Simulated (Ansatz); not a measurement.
`C[Si](O)(F)Cl` + `B[SiH](C)N=C` → `C=N[Si](O)(F)Cl` + `B[SiH](C)C`  (redistribution)

Gas-phase electronic energies from Ansatz, PBE0-D4/def2-TZVP geometries. CCSD(T)/CBS adds triple-zeta CCSD(T) − MP2 to the extrapolated MP2 energy (def2 sets, frozen cores). DFT in def2-TZVPP. B3LYP here is the variant with VWN-RPA as its local correlation; programs differ in this. Each species was taken in one conformer, which may not be the lowest.

```
             level  ΔE (kJ/mol)  difference from CCSD(T)/CBS
            PBE-D4          9.6                          1.9
         r2SCAN-D4          7.9                          0.2
           PBE0-D4          8.0                          0.3
          B3LYP-D4          9.4                          1.7
           ωB97X-V          8.5                          0.8
           ωB97M-V          8.6                          0.9
               PBE         10.0                          2.3
            r2SCAN          8.0                          0.3
              PBE0          8.5                          0.8
SCS-MP2/def2-TZVPP          8.8                          1.1
   CCSD/def2-TZVPP          7.4                         -0.3
CCSD(T)/def2-TZVPP          7.6                         -0.1
     HF/def2-QZVPP          6.2                         -1.5
    MP2/def2-QZVPP          9.1                          1.4
SCS-MP2/def2-QZVPP          8.7                          1.0
     MP2/CBS(def2)          9.3                          1.6
       CCSD(T)/CBS          7.7                            0
```

Largest T1 diagnostic among the species: 0.012.
